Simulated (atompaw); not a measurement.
u(r) = r·R(r): atom against pseudo-atom (Pt (Z = 78))

Columns: radius, all-electron u(r) and pseudo u(r) of the 6s shell (level -5.70 eV) of platinum in the configuration [Xe] 4f14 5d9 6s1 6p0; PBEsol, scalar-relativistic, PAW (atompaw) scheme, atompaw 4.2.0.5.

```json
{"r (bohr)": "0.115", "all-electron": "-0.1127", "pseudo": "0.0659"}
{"r (bohr)": "0.231", "all-electron": "0.0617", "pseudo": "0.1316"}
{"r (bohr)": "0.346", "all-electron": "0.1897", "pseudo": "0.1953"}
{"r (bohr)": "0.462", "all-electron": "0.0249", "pseudo": "0.2575"}
{"r (bohr)": "0.577", "all-electron": "-0.1778", "pseudo": "0.3164"}
{"r (bohr)": "0.692", "all-electron": "-0.2900", "pseudo": "0.3720"}
{"r (bohr)": "0.808", "all-electron": "-0.2974", "pseudo": "0.4242"}
{"r (bohr)": "0.923", "all-electron": "-0.2281", "pseudo": "0.4718"}
{"r (bohr)": "1.038", "all-electron": "-0.1159", "pseudo": "0.5149"}
{"r (bohr)": "1.154", "all-electron": "0.0139", "pseudo": "0.5535"}
{"r (bohr)": "1.269", "all-electron": "0.1420", "pseudo": "0.5868"}
{"r (bohr)": "1.385", "all-electron": "0.2602", "pseudo": "0.6154"}
{"r (bohr)": "1.500", "all-electron": "0.3620", "pseudo": "0.6387"}
{"r (bohr)": "1.615", "all-electron": "0.4467", "pseudo": "0.6572"}
{"r (bohr)": "1.731", "all-electron": "0.5152", "pseudo": "0.6711"}
{"r (bohr)": "1.846", "all-electron": "0.5677", "pseudo": "0.6804"}
{"r (bohr)": "1.962", "all-electron": "0.6066", "pseudo": "0.6855"}
{"r (bohr)": "2.077", "all-electron": "0.6333", "pseudo": "0.6868"}
{"r (bohr)": "2.192", "all-electron": "0.6497", "pseudo": "0.6844"}
{"r (bohr)": "2.308", "all-electron": "0.6576", "pseudo": "0.6788"}
{"r (bohr)": "2.423", "all-electron": "0.6583", "pseudo": "0.6703"}
{"r (bohr)": "2.538", "all-electron": "0.6533", "pseudo": "0.6593"}
{"r (bohr)": "2.654", "all-electron": "0.6433", "pseudo": "0.6459"}
{"r (bohr)": "2.769", "all-electron": "0.6297", "pseudo": "0.6304"}
{"r (bohr)": "2.885", "all-electron": "0.6129", "pseudo": "0.6130"}
{"r (bohr)": "3.000", "all-electron": "0.5940", "pseudo": "0.5940"}
```

How many radial nodes do the two functions have?

The all-electron 6s function has n − l − 1 = 5 (the table is too coarse to show those close to the nucleus); the pseudo-wave has 0, since the states of the same l below it are removed with the core.

Is the pseudo-wave norm-conserving?

No, it belongs to a PAW set: the norm inside the radius is not constrained, and the difference is carried by the augmentation charge.
